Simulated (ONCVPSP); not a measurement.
**Which setting gave this result? (B, ONCV)**

Base potential:

ONCVPSP 4.0.1 input, shortened (lines: element, Z, core and valence counts, functional; n l f; lmax; l rc ep ncon nbas qcut; lloc lpopt rc5 dvloc0; l nproj debl; icmod fcfact rcfact), LDA (Perdew-Wang 92), scalar-relativistic:

```
  B 5.00    1    2  -001012      upf
    1    0    2.00
    2    0    2.00
    2    1    1.00
    2
    0    1.65    0.00    4    9    3.50
    1    3.75    0.00    5    9    3.90
    2    3.40    0.36    4    7    3.10
    4    5    1.55    2.00
    0    2    2.40
    1    1    2.20
    2    2    0.40
    1    0.35    0.00
```

Cutoffs, loose and tight: the cutoffs (Ha) at which the residual kinetic energy of the hardest occupied pseudo-wave falls to 1 and 0.1 mHa per electron. They do not see the model core or the augmentation charge, which bear on the density cutoff. Test errors are all-electron minus pseudo excitation energies from the reference, over the configurations 2s2 2p0; 2s1 2p0; 2s2 2p0.5; 2s1 2p2; variants that change the core or the reference have their own tests.

Only the qcut of the p channel is moved:

```
qcut of the p channel (1/bohr)  cutoff, loose  cutoff, tight  bound ghosts  largest test error (meV)  median size of the test errors
                           2.4          14 Ha          78 Ha          none                      +895                       207.8 meV
                           3.3          14 Ha          78 Ha          none                      +574                       130.1 meV
                           3.6          14 Ha          78 Ha          none                      +506                       113.9 meV
                             4          14 Ha          78 Ha          none                      +433                        97.3 meV
                           4.5          14 Ha          78 Ha          none                      +370                        82.7 meV
                             5          14 Ha          78 Ha          none                      +329                        73.3 meV
                           5.4          14 Ha          78 Ha          none                      +313                        69.3 meV
                           5.9          14 Ha          78 Ha          none                      +275                        61.0 meV
```

Question: One more run gave cutoff, loose: 14 Ha; cutoff, tight: 78 Ha; bound ghosts: none; largest test error (meV): +770; median size of the test errors: 176.6 meV. Which value of the qcut of the p channel was used?

Answer: 2.7 1/bohr. The median size of the test errors moves one way along this sweep, from 207.8 meV at 2.4 to 61.0 meV at 5.9 1/bohr, which places the run between 2.4 and 3.3 1/bohr.
